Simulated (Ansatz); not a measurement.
Gas-phase electronic energies from Ansatz, PBE0-D4/def2-TZVP geometries. CCSD(T)/CBS is the MP2 limit (def2-TZVPP, def2-QZVPP) plus CCSD(T) − MP2 in def2-TZVPP, frozen cores. DFT in def2-TZVPP. B3LYP here is the variant with VWN-RPA as its local correlation; programs differ in this. One conformer a species, not always the lowest.

Reaction (substitution at a C–C bond): `CC=C([SiH3])[SiH3]` + `O[SiH2]S[SiH3]` → `CO[SiH2]S[SiH3]` + `C=C([SiH3])[SiH3]`

```
             level  ΔE (kJ/mol)  difference from CCSD(T)/CBS
            PBE-D4         68.0                          1.9
         r2SCAN-D4         68.7                          2.6
           PBE0-D4         68.7                          2.6
          B3LYP-D4         60.8                         -5.3
           ωB97X-V         61.8                         -4.3
           ωB97M-V         64.8                         -1.3
            B2PLYP         63.2                         -2.9
               PBE         67.8                          1.7
            r2SCAN         68.7                          2.6
              PBE0         68.7                          2.6
             B3LYP         60.4                         -5.7
     HF/def2-TZVPP         52.9                        -13.2
    MP2/def2-TZVPP         70.9                          4.8
SCS-MP2/def2-TZVPP         64.2                         -1.9
   CCSD/def2-TZVPP         62.9                         -3.2
CCSD(T)/def2-TZVPP         64.2                         -1.9
     HF/def2-QZVPP         52.4                        -13.7
    MP2/def2-QZVPP         71.9                          5.8
SCS-MP2/def2-QZVPP         65.3                         -0.8
      HF/CBS(def2)         52.3                        -13.8
     MP2/CBS(def2)         72.9                          6.8
    CCSD/CBS(def2)         64.9                         -1.2
       CCSD(T)/CBS         66.1                            0
```

Largest T1 diagnostic among the species: 0.012.

In def2-TZVPP, CCSD(T) changes the Hartree–Fock value by +11.3 kJ/mol (the triples alone add +1.2 kJ/mol) and MP2 by +18.0 kJ/mol.
